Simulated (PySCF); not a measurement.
# Mn⁺: excitation energy

Mn⁺ [Ar] 3d5 4s1 (7S) → Mn⁺ [Ar] 3d4 4s1 4p1 (high-spin determinant), as a difference of total energies. All numbers are calculated (PySCF 2.14, scalar relativity by spin-free X2C-1e, in x2c-QZVPPall with one added diffuse shell each of s, p, d, f, g type (12s8p6d5f3g, 128 functions)). Correlated levels: valence: [Ar] frozen; valence and next inner shell: [Ne] frozen. The calculations carry no spin-orbit coupling.

```
                                method  excitation energy (cm⁻¹)
                                   UHF                     74836
                                   LDA                     88198
                                   PBE                     85801
                                  PBE0                     84174
                                r2SCAN                     84769
                                  BLYP                     85153
                               r2SCANh                     84316
                                B2PLYP                     82635
                         MP2 (valence)                     80851
                     SCS-MP2 (valence)                     76841
    MP2 (valence and next inner shell)                     84306
SCS-MP2 (valence and next inner shell)                     80537
```

A first-order spin-orbit estimate (lowest level to lowest level, LS coupling) adds -0.103 eV.

The determinant of the upper state mixes LS terms, which raises its energy above the lowest term, most at the Hartree-Fock and MP2 levels.
